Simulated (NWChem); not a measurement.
Molecule: BNH4O2; SMILES NB(O)O

```xyz
8

B      0.0000     0.0068     0.0000
O     -1.2321     0.6419     0.0000
H     -1.1756     1.6052     0.0000
O      1.2195     0.6660     0.0000
H      1.1440     1.6279     0.0000
N      0.0139    -1.4050     0.0000
H      0.8700    -1.9361     0.0000
H     -0.8314    -1.9530     0.0000
```
Atoms are numbered in this order, from 1.

Level: B3LYP/6-31G* (spherical d) (NWChem), optimised geometry, unscaled harmonic frequencies. 

### Question
List the harmonic frequencies with IR intensities, and the thermochemistry.

### Answer
```
frequency (cm⁻¹)  IR intensity (km/mol)
----------------  ---------------------
139                                 0.0
217                               165.4
380                                 9.1
441                               341.5
452                                21.3
544                                 0.0
638                                38.3
864                                 6.8
894                                25.6
957                               159.6
1057                              108.6
1408                              430.7
1460                              148.6
1657                              221.3
3631                               34.5
3731                               25.5
3814                                8.1
3820                               47.9
```

```json
{
  "zero_point_energy": "37.3 kcal/mol",
  "thermal correction to the enthalpy at 298.15 K (with zero-point energy)": "41.3 kcal/mol",
  "heat capacity Cv": "18.1 cal/(mol K)",
  "entropy at 298.15 K and 1 atm (symmetry number 2)": "69.9 cal/(mol K)",
  "dipole_moment": "1.25 D"
}
```

Rigid rotor and harmonic oscillator.
